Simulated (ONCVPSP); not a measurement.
# Reading a pseudo-wave (C)

Columns: radius, all-electron u(r) and pseudo u(r) of the 2s shell (level -13.64 eV) of carbon in the configuration [He] 2s2 2p2; LDA (Perdew-Wang 92), scalar-relativistic, ONCV scheme, ONCVPSP 4.0.1.

```
r (bohr)  all-electron  pseudo
   0.125       -0.3498  0.0885
   0.250       -0.2456  0.1832
   0.375       -0.0078  0.2823
   0.500        0.2381  0.3872
   0.625        0.4460  0.4964
   0.750        0.6035  0.5983
   0.875        0.7119  0.6873
   1.000        0.7778  0.7613
   1.125        0.8094  0.8058
   1.250        0.8146  0.8145
   1.375        0.8004  0.8003
   1.500        0.7724  0.7724
   1.625        0.7353  0.7353
   1.750        0.6925  0.6924
   1.875        0.6465  0.6465
   2.000        0.5995  0.5994
   2.125        0.5526  0.5526
   2.250        0.5070  0.5070
   2.375        0.4633  0.4633
   2.500        0.4219  0.4219
   2.625        0.3830  0.3830
   2.750        0.3468  0.3468
   2.875        0.3134  0.3134
   3.000        0.2826  0.2826
   3.125        0.2543  0.2543
   3.250        0.2286  0.2286
```

Q: How many radial nodes do the two functions have?

A: The all-electron 2s function has n − l − 1 = 1; the pseudo-wave has 0, since the states of the same l below it are removed with the core.

Q: At about which radius was the pseudo-wave matched?

A: 1.30 bohr, where the columns begin to agree (steps of 0.12 bohr).

Q: Where does each function peak?

A: Outermost all-electron maximum near 1.25 bohr, pseudo maximum near 1.25 bohr (to the table’s step).

Q: Is the pseudo-wave norm-conserving?

A: Yes: the ONCV scheme keeps the norm inside the radius equal to the all-electron one, which fixes the energy derivative of the logarithmic derivative at the level.
